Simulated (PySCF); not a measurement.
# Worked example: dipole moment from atomic charges

C3H2O, SMILES C#CC=O. Atoms are numbered in the order given.

```xyz
6

C     -0.1340    -1.8760     0.0000
C      0.0892    -0.6834     0.0000
C      0.4082     0.7342     0.0000
O     -0.4172     1.6159     0.0000
H     -0.3472    -2.9297     0.0000
H      1.5045     0.9541     0.0000
```

The structure is a stationary point at B3LYP-D3(BJ)/def2-SVP.

Charges (e) from HF/def2-TZVPD (PySCF):

```csv
atom,ESP fit,IAO
C1,-0.437,-0.155
C2,-0.009,-0.096
C3,0.490,0.344
O4,-0.452,-0.433
H5,0.364,0.216
H6,0.044,0.125
```

The dipole moment of the full density is 3.27 D.

Question: What dipole moment does each set of point charges give, and which comes closer to that of the density?

Answer: 
μ = Σ q r, and 1 e Å = 4.8032 D.
ESP fit: Σ q r = (0.386, -0.569, 0.000) e Å, |μ| = 3.30 D.
IAO: Σ q r = (0.446, -0.604, 0.000) e Å, |μ| = 3.61 D.
ESP fit comes closer in size. Point charges leave out the atoms' own dipoles (lone pairs, polarised bonds); fits to the potential absorb them, partitions of the density don't.
